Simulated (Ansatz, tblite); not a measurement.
Forces on [MoO3(OH)]- (MoO4H⁻) at its PBE0-D4/def2-SVPD geometry. Charge -1, multiplicity 1.

In the def2 sets Mo takes a core potential; there is no spin–orbit coupling. The xTB rows come from tblite. B3LYP takes the VWN-RPA correlation.

GFN1-xTB (tblite), largest force 1.64 eV/Å:

```xyz
6
positions Å, forces eV/Å
Mo   -0.282   -0.185    0.323   -0.474   -0.314    0.618
O    -0.099   -0.024    2.026   -0.077   -0.086   -1.578
O    -1.789    0.467   -0.194    1.531   -0.462    0.311
O    -0.184   -1.838   -0.151    0.096    1.610    0.272
O     1.163    0.803   -0.522   -1.204   -0.847    0.180
H     1.191    0.776   -1.482    0.128    0.100    0.197
```

GFN2-xTB (tblite), largest force 1.77 eV/Å:

```
Mo -1.227 -0.832 0.967
O -0.094 -0.097 -1.587
O 1.548 -0.512 0.336
O 0.054 1.641 0.296
O -0.327 -0.222 0.192
H 0.045 0.023 -0.204
```

B3LYP-D4/def2-TZVPD (Ansatz), largest force 0.68 eV/Å:

```
Mo 0.194 0.130 -0.138
O 0.096 0.080 0.662
O -0.589 0.266 -0.210
O 0.048 -0.649 -0.192
O 0.261 0.183 -0.062
H -0.009 -0.009 -0.061
```
